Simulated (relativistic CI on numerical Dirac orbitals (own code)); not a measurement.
I12+: q coefficients and field-shift factors

These numbers are calculated, not measured: Dirac-Coulomb-Breit CI, separate exchange-only KLI orbitals for each configuration, derivatives by finite differences, unscaled Slater integrals, QED left out (own radial code, finite nucleus).

Configuration list (outside the closed core [Ar] 3d10): 4s2 4p6 4d5, 4s2 4p5 4d6, 4s2 4p4 4d7, 4s2 4p6 4d4 5s, 4s 4p6 4d6, 4s2 4p6 4d4 5p, 4s2 4p6 4d3 5s2, 4p6 4d7. Levels of other configurations are missing.

With x = (α/α₀)² − 1 an excitation energy changes as ω = ω₀ + qx; K = 2q/ω₀ is the relative enhancement. Terms are leading LS components, so labels can repeat. The field-shift factor is F = δν/δ⟨r²⟩ for the transition from the lowest level.

Lowest level 4s2 4p6 4d5 6S_5/2.

| Level | ω₀ (cm⁻¹) | q (cm⁻¹) | K | F (GHz/fm²) |
| --- | --- | --- | --- | --- |
| 4s2 4p6 4d5 4G_5/2 | 39800.6 | -14830 | -0.745 | -0.127 |
| 4s2 4p6 4d5 4P_3/2 | 47565.6 | -3805 | -0.16 | -0.0324 |
| 4s2 4p6 4d5 4G_7/2 | 48100.3 | -2807 | -0.117 | 0.0646 |
| 4s2 4p6 4d5 4G_5/2 | 48961.1 | 971.7 | 0.0397 | 0.0734 |
| 4s2 4p6 4d5 4G_11/2 | 50064.6 | 624 | 0.0249 | 0.128 |
| 4s2 4p6 4d5 4G_9/2 | 51247.1 | 2836 | 0.111 | 0.148 |
| 4s2 4p6 4d5 4P_1/2 | 51766.1 | 1364 | 0.0527 | 0.0264 |
| 4s2 4p6 4d5 4D_7/2 | 59280.2 | 5998 | 0.202 | 0.117 |
| 4s2 4p6 4d5 4D_5/2 | 62669.7 | 4162 | 0.133 | 0.102 |
| 4s2 4p6 4d5 4D_1/2 | 64577.9 | 11810 | 0.366 | 0.164 |
| 4s2 4p6 4d5 4D_3/2 | 66170.4 | 12360 | 0.374 | 0.181 |
| 4s2 4p6 4d5 2I_11/2 | 72229.2 | 2322 | 0.0643 | 0.251 |
| 4s2 4p6 4d5 2D_3/2 | 73629.9 | 3162 | 0.0859 | 0.121 |
| 4s2 4p6 4d5 2F_7/2 | 73793.6 | -2393 | -0.0649 | 0.00623 |
| 4s2 4p6 4d5 2F_5/2 | 75223.8 | 12790 | 0.34 | 0.226 |
| 4s2 4p6 4d5 4F_9/2 | 76860.0 | 1242 | 0.0323 | 0.153 |
| 4s2 4p6 4d5 2I_13/2 | 78041.7 | 8288 | 0.212 | 0.334 |
| 4s2 4p6 4d5 4F_5/2 | 82751.1 | 11750 | 0.284 | 0.213 |
| 4s2 4p6 4d5 2H_9/2 | 86961.0 | 8249 | 0.19 | 0.287 |
| 4s2 4p6 4d5 2F_7/2 | 89123.7 | 16270 | 0.365 | 0.344 |
| 4s2 4p6 4d5 4F_3/2 | 89889.6 | 17460 | 0.389 | 0.262 |
| 4s2 4p6 4d5 2G_7/2 | 92756.9 | 13880 | 0.299 | 0.215 |
| 4s2 4p6 4d5 2F_5/2 | 93895.8 | 9390 | 0.2 | 0.257 |

At this charge energies of transitions that change n are usually good to better than 1 %, and those within a shell (Δn = 0) to a few per cent. Terms inside the open d or f shell come out 10 to 20 % too wide with unscaled integrals. Levels and lines within the n = 5 or 6 shells can be off by up to 10 % or somewhat more, and those that change n by about 2 %, since core polarisation is missing.
